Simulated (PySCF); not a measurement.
**Polarisability and C₆ of Fe (iron, neutral)**

[Ar] 3d6 4s2, high-spin 5D determinant. All numbers are calculated (PySCF 2.14, the non-relativistic Hamiltonian (point nucleus), in def2-QZVPPD (11s6p5d4f2g, 100 functions)). Coupled (time-dependent) response in atomic units; α is the mean over directions.

```
method  mean α (bohr³)         α xx, yy, zz  C₆ (like pair)  S(−4)
   UHF           85.58  84.36, 84.36, 88.01           822.6   7081
   PBE           63.52  62.78, 62.78, 65.01           572.2   2267
```

S(−4) is the Cauchy moment in α(ω) = α(0) + S(−4) ω² + …

Reference α: 62 ± 4 bohr³ (recommended; Schwerdtfeger and Nagle, table of static dipole polarizabilities (2023 update)). Published C₆: 482.0 (Chu and Dalgarno (2004); Tang, Norbeck and Certain (1976)).

Hartree-Fock lies above the reference because it lacks correlation, which contracts the outer shell.

α(iu) at PBE:

```
u (hartree)  α(iu) (bohr³)
          0          63.52
     0.0500          58.45
      0.100          47.78
      0.200          29.12
      0.300          18.68
      0.500          9.711
      0.750          5.653
       1.00          3.860
       1.50          2.267
       2.00          1.547
       3.00         0.8812
       5.00         0.4084
```

The components differ because the open shell of this determinant is not spherical; for a pure term their mean is the scalar polarisability.
